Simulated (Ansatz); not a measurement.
Reaction (isomerisation): `[SiH3]NC=S` → `NC([SiH3])=S`

Gas-phase electronic energies from Ansatz, PBE0-D4/def2-TZVP geometries. CCSD(T)/CBS is the MP2 limit (def2-TZVPP, def2-QZVPP) plus CCSD(T) − MP2 in def2-TZVPP, frozen cores. DFT in def2-TZVPP. One conformer a species, not always the lowest.

| level | ΔE (kJ/mol) |
| --- | --- |
| revPBE-D4 | 37.0 |
| PBE0-D4 | 40.3 |
| r2SCANh-D4 | 43.3 |
| CAM-B3LYP-D4 | 48.2 |
| ωB97X-V | 45.7 |
| B2PLYP | 48.8 |
| r2SCAN0 | 45.0 |
| MP2/def2-TZVPP | 49.6 |

Q: What does CCSD(T)/CBS give? (An estimate is asked.)

A: The calculation gave: +46.9 kJ/mol. The listed levels differ from it by -9.9, -6.6, -3.6, 1.3, -1.2, 1.9, -1.9, 2.7 kJ/mol.

Largest T1 diagnostic among the species: 0.018.

From PBE to PBE0 (25 % exact exchange), in def2-TZVPP and without D4, ΔE moves by +4.0 kJ/mol. In def2-TZVPP, CCSD(T) changes the Hartree–Fock value by −11.5 kJ/mol (the triples alone add −2.4 kJ/mol) and MP2 by −10.7 kJ/mol.
